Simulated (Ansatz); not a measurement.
SbAs₃⁺, that is AsAsAsSb tetrahedron with one electron fewer. Total charge 1; doublet. Geometry PBE0-D4/def2-SVP, that of the neutral singlet; atoms count from 1.

Cartesian coordinates in Å:
```
As 1.3498 0.3334 -0.6011
As 0.0578 0.3573 1.4709
As -0.1806 -1.5010 -0.0953
Sb -1.2270 0.8102 -0.7745
```

In the def2 sets Sb takes a core potential; there is no spin–orbit coupling.

Question: Estimate the Mulliken populations from the PBE0/def2-TZVP orbitals of Ansatz.

Answer: 
| atom | charge (e) | spin (α − β) |
| --- | --- | --- |
| As1 | 0.18 | 0.16 |
| As2 | 0.20 | 0.32 |
| As3 | 0.18 | 0.16 |
| Sb4 | 0.44 | 0.37 |
Mulliken values depend strongly on the basis.

Question: Where does the spin sit?

Answer: Summed by element: As 0.63, Sb 0.37, of 1 unpaired in all. Largest on single atoms: Sb4 0.37, As2 0.32, As1 0.16.

Question: And the Mayer bond orders between heavy atoms (over 0.3)?

Answer: As1–As2 1.07 (2.44 Å); As1–As3 0.87 (2.44 Å); As1–Sb4 1.02 (2.63 Å); As2–As3 1.07 (2.44 Å); As2–Sb4 0.76 (2.63 Å); As3–Sb4 1.02 (2.63 Å).
